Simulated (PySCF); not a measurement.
How methods differ on the ionisation energy of Nb³⁸⁺

Nb³⁸⁺ [He] 2s1 (2S) → Nb³⁹⁺ 1s2 (1S), as a difference of total energies. All numbers are calculated (PySCF 2.14, the spin-free X2C one-electron Hamiltonian (Gaussian nucleus), in an even-tempered Gaussian basis (19 s from 15 bohr⁻², ratio 2.2; 8 p from 23 bohr⁻², ratio 2.4; 5 d from 68 bohr⁻², ratio 2.4; 5 f from 100 bohr⁻², ratio 2.4; 4 g from 150 bohr⁻², ratio 2.4)). Correlated levels: nothing frozen; virtual orbitals above 40 to 60 times the deepest correlated orbital energy dropped. The calculations carry no spin-orbit coupling.

```tsv
method	ionisation energy (eV)
UHF	5429.4
LDA	5424.2
PBE	5433.0
PBE0	5432.2
r2SCAN	5427.2
BP86	5432.6
TPSS	5432.3
MP2 (all electrons)	5429.6
SCS-MP2 (all electrons)	5429.6
```

For this ion Breit and QED terms and the two-electron picture change, all absent here, outweigh the differences among the correlated methods.

For comparison: 5426.1 eV (theoretical estimate listed by NIST; NIST Atomic Spectra Database, ionization energies).
